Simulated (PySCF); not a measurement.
Species: C2H5NOSi.
SMILES: `C[Si@H](O)C#N`

Jobs on this species (10 atoms, 46 electrons) with PySCF (density fitting). Hardware of each: one thread, Arm Neoverse V1 (aarch64), on a shared host. The host was shared with other jobs, so the times are rough. Peak memory is the resident size of the whole Python process, interpreter and libraries included.

```csv
level and settings,work,basis functions,SCF cycles,wall time,peak memory
"delta-SCF UKS SCAN, pcX-2 on the ionised atom, pcseg-1 elsewhere, spin-free X2C","ΔSCF core ionisation, 6 holes",141,?,?,?
"delta-SCF UKS SCAN, def2-TZVP on the ionised atom, pcseg-1 elsewhere, spin-free X2C","ΔSCF core ionisation, 6 holes",118,?,?,?
"delta-SCF UKS PBE, pcX-2 on the ionised atom, pcseg-1 elsewhere, spin-free X2C","ΔSCF core ionisation, 6 holes",141,99,20 s,0.51 GiB
"PBE0-D3(BJ)/def2-SVP, grid level 1",geometry optimisation from a GFN2-xTB start shaken at random,99,74,37 s,0.41 GiB
"delta-SCF UKS B3LYP, pcX-2 on the ionised atom, pcseg-1 elsewhere, spin-free X2C","ΔSCF core ionisation, 6 holes",141,91,34 s,0.53 GiB
"delta-SCF UKS HF, pcX-2 on the ionised atom, pcseg-1 elsewhere, spin-free X2C","ΔSCF core ionisation, 6 holes",141,98,22 s,0.51 GiB
"delta-SCF UKS SCAN, pcX-2 on the ionised atom, pcseg-1 elsewhere, non-relativistic","ΔSCF core ionisation, 6 holes",141,101,30 s,0.51 GiB
"delta-SCF UKS PBE0, pcX-2 on the ionised atom, pcseg-1 elsewhere, spin-free X2C","ΔSCF core ionisation, 6 holes",141,90,33 s,0.51 GiB
"delta-SCF UKS SCAN, pcX-1 on the ionised atom, pcseg-1 elsewhere, spin-free X2C","ΔSCF core ionisation, 6 holes",121,98,25 s,0.51 GiB
```

Fill in the missing figures.

- delta-SCF UKS SCAN, pcX-2 on the ionised atom, pcseg-1 elsewhere, spin-free X2C; ΔSCF core ionisation, 6 holes: 31 s, 0.45 GiB, 101 SCF cycles
- delta-SCF UKS SCAN, def2-TZVP on the ionised atom, pcseg-1 elsewhere, spin-free X2C; ΔSCF core ionisation, 6 holes: 28 s, 0.51 GiB, 97 SCF cycles

What do all jobs in the table cost together?

About 4.3 min; the longest takes about 14 % of that, and about 1.9 times as long as the shortest.
